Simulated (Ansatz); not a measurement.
Abridged output of a molecular run in Ansatz:

```
Functional definition: HF
  name "HF"
  cite "Fock, Z. Phys. 61, 126 (1930) doi:10.1007/BF01340294"
  parent pbe
  exchange = exact_x
  correlation = 0
these checks for a lower state are left out or cut short: cluster_reference
899 factors; integrals over basis functions are off by at most 1.3e-3 eV
mean field evaluation 1: about -12715.4995 eV, gradient 2.2e1 eV
mean field evaluation 2: about -12715.5018 eV, gradient 2.2e1 eV
mean field evaluation 4: about -12718.1642 eV, gradient 2.8e0 eV
mean field evaluation 8: about -12718.2606 eV, gradient 1.6e-1 eV
mean field -12718.26108890 eV, -467.3874742700 hartree, gradient 2.9e-6 eV, S^2 0.763550; 0 other end points of the search recorded, 0 dependent functions left out
8 core orbitals not correlated: weight in the atoms' cores, before any rotation towards them, 1.000 or more for the frozen orbitals, at most 0.000 for the correlated occupied ones
reference -12718.26108890 eV, -467.3874742700 hartree; 13, 12 occupied and 69, 70 virtual orbitals, 899 factors
second order -14.77314513 eV of doubles, -0.00000000 eV of singles
cycle   1  -15.59444772 eV  change   -8.2e-1 eV  update   8.6e-2
cycle   2  -15.98804240 eV  change   -3.9e-1 eV  update   2.6e-2
cycle   3  -16.08874902 eV  change   -1.0e-1 eV  update   1.4e-2
cycle   4  -16.09097292 eV  change   -2.2e-3 eV  update   4.9e-3
cycle   5  -16.08949397 eV  change    1.5e-3 eV  update   2.2e-3
cycle   6  -16.08984338 eV  change   -3.5e-4 eV  update   8.9e-4
cycle   7  -16.08991308 eV  change   -7.0e-5 eV  update   3.4e-4
cycle   8  -16.08987589 eV  change    3.7e-5 eV  update   1.3e-4
cycle   9  -16.08989131 eV  change   -1.5e-5 eV  update   5.3e-5
cycle  10  -16.08986971 eV  change    2.2e-5 eV  update   1.9e-5
perturbative correction -0.35947746 eV, -0.0132105531 hartree
Total energy: -12734.71043607 eV, -467.9919766287 hartree
Checks for a lower state left out: cluster_reference
```

Its atoms:

Cartesian coordinates in Å:
```
C -1.377 0.564 0.119
C -0.037 0.394 0.708
Si 0.945 -0.626 -0.526
F 2.441 -0.885 0.000
H -2.150 -0.178 0.272
H -1.585 1.377 -0.564
H 0.479 1.347 0.861
H -0.062 -0.143 1.661
H 0.303 -1.948 -0.716
H 1.044 0.098 -1.816
```

Problem. Which basis set was used?
A. def2-SVPD
B. cc-pV(Q+d)Z
C. def2-SVP
D. def2-QZVPP

Solution. C. It gives 90 functions.

Problem. Write the keys of the input that set method, charge and spin (a neutral closed shell needs none for the last two).

Solution. 
```yaml
magnetization: {spin_polarized: true, initial_magnetization: 1}
correlation: {method: ccsd_t}
scf: {omitted_lower_state_checks: [cluster_reference]}
```
